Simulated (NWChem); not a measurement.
System: BeH₂SeS; SMILES [SH][Be][SeH]

The following NWChem deck was run.

```
start job
memory heap 200 mb stack 900 mb global 1100 mb
geometry units angstroms noautoz
  Be     0.022059    -0.663009     0.037511
  S     -0.050957    -2.565025     0.116953
  H      0.004614    -2.691683    -1.230234
  Se     0.134319     1.363746    -0.023908
  H     -1.334541     1.458739    -0.089184
end
basis spherical
  Be library 6-31g*
  S library 6-31g*
  H library 6-31g*
  Se library 6-31g*
end
dft
  xc m06-l
  grid coarse
  iterations 150
  mulliken
end
task dft gradient
```

Excerpt of the output:

```
             Northwest Computational Chemistry Package (NWChem) 7.3.0
             --------------------------------------------------------

 C1  symmetry detected

                             Geometry "geometry" -> ""
                             -------------------------

 Output coordinates in angstroms (scale by  1.889725989 to convert to a.u.)

  No.       Tag          Charge          X              Y              Z
 ---- ---------------- ---------- -------------- -------------- --------------
    1 Be                   4.0000     0.00692517    -0.68988831     0.02173554
    2 S                   16.0000     0.01484504    -2.59469720     0.05251883
    3 H                    1.0000     0.02758534    -2.68463735    -1.29869975
    4 Se                  34.0000     0.03371729     1.34069693     0.01095538
    5 H                    1.0000    -1.43919446     1.37565028    -0.00102668

 Effective nuclear repulsion energy (a.u.)     152.9182943249

                                 NWChem DFT Module
                                 -----------------

 Summary of "ao basis" -> "ao basis" (spherical)
 ------------------------------------------------------------------------------
       Tag                 Description            Shells   Functions and Types
 ---------------- ------------------------------  ------  ---------------------
 Be                          6-31g*                  6       14   3s2p1d
 S                           6-31g*                  8       18   4s3p1d
 H                           6-31g*                  2        2   2s
 Se                          6-31g*                 12       32   5s4p3d

            General Information
            -------------------
          SCF calculation type: DFT
          Wavefunction type:  closed shell.
          No. of atoms     :     5
          No. of electrons :    56
           Alpha electrons :    28
            Beta electrons :    28
          Charge           :     0
          Spin multiplicity:     1
          Use of symmetry is: off; symmetry adaption is: off
          Maximum number of iterations: 150
          AO basis - number of functions:    68
                     number of shells:    30
          Convergence on energy requested:  1.00D-06
          Convergence on density requested:  1.00D-05
          Convergence on gradient requested:  5.00D-04

              XC Information
              --------------
                        M06-L Method XC Functional
                         M06-L Exchange Functional  1.000
                       M06-L Correlation Potential  1.000

             Grid Information
             ----------------
          Grid used for XC integration:  coarse
          Radial quadrature: Mura-Knowles
          Angular quadrature: Lebedev.
          Tag              B.-S. Rad. Rad. Pts. Rad. Cut. Ang. Pts.
          ---              ---------- --------- --------- ---------
          Be                  1.05       35           8.0       302
          S                   1.00       70          11.0       302
          H                   0.35       35          11.0       302
          Se                  1.15       95          11.0       302
          Grid pruning is: on
          Number of quadrature shells:   270
          Spatial weights used:  Erf1

      Superposition of Atomic Density Guess
      -------------------------------------

 Sum of atomic energies:       -2812.52425334

      Non-variational initial energy
      ------------------------------

 Total energy =   -2813.289513
 1-e energy   =   -4216.492387
 2-e energy   =    1250.284579
 HOMO         =      -0.306481
 LUMO         =       0.047018

     ---------------------------------------------
      Total Density - Mulliken Population Analysis
     ---------------------------------------------

    Atom       Charge   Shell Charges
 -----------   ------   -------------------------------------------------------
    1 Be   4     3.41   2.00  0.45  0.49  0.38  0.05  0.04
    2 S   16    16.57   2.00  2.00  5.98  1.32  3.18  0.54  1.53  0.02
    3 H    1     0.73   0.39  0.34
    4 Se  34    34.53   2.00  2.00  6.00  2.00  5.99  1.50  3.32  0.37  1.32  6.94  2.94  0.15
    5 H    1     0.75   0.37  0.38

   convergence    iter        energy       DeltaE   RMS-Dens  Diis-err
 ---------------- ----- ----------------- --------- --------- ---------
 d= 0,ls=0.0,diis     1  -2815.3175635084 -2.97D+03  1.58D-02  2.67D-01
 d= 0,ls=0.0,diis     2  -2815.3241561778 -6.59D-03  9.67D-03  2.50D-01
 d= 0,ls=0.0,diis     3  -2815.3607306608 -3.66D-02  3.86D-03  1.74D-02
 d= 0,ls=0.0,diis     4  -2815.3635800981 -2.85D-03  8.93D-04  1.32D-03
 d= 0,ls=0.0,diis     5  -2815.3638504521 -2.70D-04  4.62D-04  1.01D-04
  Resetting Diis
 d= 0,ls=0.0,diis     6  -2815.3638727953 -2.23D-05  9.61D-05  1.32D-05
 d= 0,ls=0.0,diis     7  -2815.3638746886 -1.89D-06  2.71D-05  9.68D-07
 d= 0,ls=0.0,diis     8  -2815.3638746942 -5.57D-09  1.35D-05  8.68D-07
 d= 0,ls=0.0,diis     9  -2815.3638748113 -1.17D-07  3.01D-06  2.61D-08

         Total DFT energy =    -2815.363874811260
      One electron energy =    -4219.072517915077
           Coulomb energy =     1367.218169735975
    Exchange-Corr. energy =     -116.427820957053
 Nuclear repulsion energy =      152.918294324895

 Numeric. integr. density =       55.999925931147

[...]

                         DFT ENERGY GRADIENTS

    atom               coordinates                        gradient
                 x          y          z           x          y          z
   1 Be      0.013087  -1.303700   0.041074    0.000111   0.003279  -0.000124
   2 S       0.028053  -4.903267   0.099246   -0.000063  -0.002841   0.003093
   3 H       0.052129  -5.073229  -2.454187    0.000028  -0.000228  -0.002999
   4 Se      0.063716   2.533550   0.020703   -0.002198  -0.000221   0.000017
   5 H      -2.719683   2.599602  -0.001940    0.002121   0.000010   0.000013
```

Level: M06-L/6-31G* (spherical d). Structure relaxed at the PBE0/def2-SVP level.
